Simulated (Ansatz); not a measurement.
Total energies of CH$_{9}$B$_{3}$OSiZn.

```xyz
16

B    -1.732    3.429    1.316
B    -0.561    2.987    2.193
Zn   -0.958    1.514    0.476
C    -0.787   -0.050   -0.722
O     0.380   -0.769   -0.308
Si    0.828   -2.141   -1.109
B     2.488   -2.941   -0.331
H    -2.850    3.025    1.531
H    -1.545    4.084    0.319
H     0.337    2.696    2.909
H    -0.692    0.259   -1.772
H    -1.673   -0.698   -0.665
H     1.046   -1.834   -2.559
H    -0.284   -3.144   -1.061
H     2.930   -3.942   -0.819
H     3.073   -2.476    0.602
```

The species carries charge 0 and has multiplicity 1. For Zn the d shell is correlated and the shells below it are frozen. Scalar relativity is left out up to krypton. The bonds changed during the relaxation, so this is another structure than the one it started from. All single points use the PBE0-D4/def2-TZVP geometry. It is one conformer, not always the lowest. Basis def2-TZVPP, the Gaussian-basis code of Ansatz.

RPA on PBE orbitals: Hartree–Fock energy of these orbitals -2258.63562 Eh, correlation -2.12424 Eh (frozen core).

| functional | kind | energy without D4 (Eh) | D4 term (kJ/mol) |
| --- | --- | --- | --- |
| r2SCANh | meta-GGA hybrid, 10 % | -2261.98495 | -9.0 |
| CAM-B3LYP | range-separated hybrid | -2262.18212 | -28.5 |

Task: Give the same for LDA (SPW92), PBE, revPBE, BLYP, r2SCAN, B97M-V, PBE0, B3LYP, r2SCAN0, HSE06 (plane-wave form), BHLYP, LC-ωPBE, ωB97X-V, ωB97M-V, B2PLYP, PBE-QIDH. (Estimate.)

Result: Ansatz gave: 
| functional | kind | energy without D4 (Eh) | D4 term (kJ/mol) |
| --- | --- | --- | --- |
| LDA (SPW92) | LDA | -2256.29855 | – |
| PBE | GGA | -2261.47517 | -32.6 |
| revPBE | GGA | -2261.92809 | -94.9 |
| BLYP | GGA | -2262.16905 | -70.7 |
| r2SCAN | meta-GGA | -2262.01057 | -8.4 |
| B97M-V | meta-GGA with VV10 | -2261.75473 | – |
| PBE0 | global hybrid, 25 % exact exchange | -2261.55100 | -27.8 |
| B3LYP | global hybrid, 20 % | -2262.26620 | -52.5 |
| r2SCAN0 | meta-GGA hybrid, 25 % | -2261.94912 | -10.0 |
| HSE06 (plane-wave form) | screened hybrid | -2261.53059 | -26.1 |
| BHLYP | global hybrid, 50 % | -2262.02556 | -41.5 |
| LC-ωPBE | long-range corrected hybrid | -2261.70643 | – |
| ωB97X-V | range-separated hybrid GGA with VV10 | -2261.90220 | – |
| ωB97M-V | range-separated hybrid meta-GGA with VV10 | -2261.95166 | – |
| B2PLYP | double hybrid | -2261.59530 | – |
| PBE-QIDH | double hybrid | -2261.18659 | – |

B3LYP takes the VWN-RPA correlation (the form of Gaussian; ORCA's B3LYP/G). HSE06 is the plane-wave form, built on full-range PBE exchange. The double hybrids freeze the cores in their second-order part.

LC-ωPBE has ω = 0.4 bohr⁻¹.
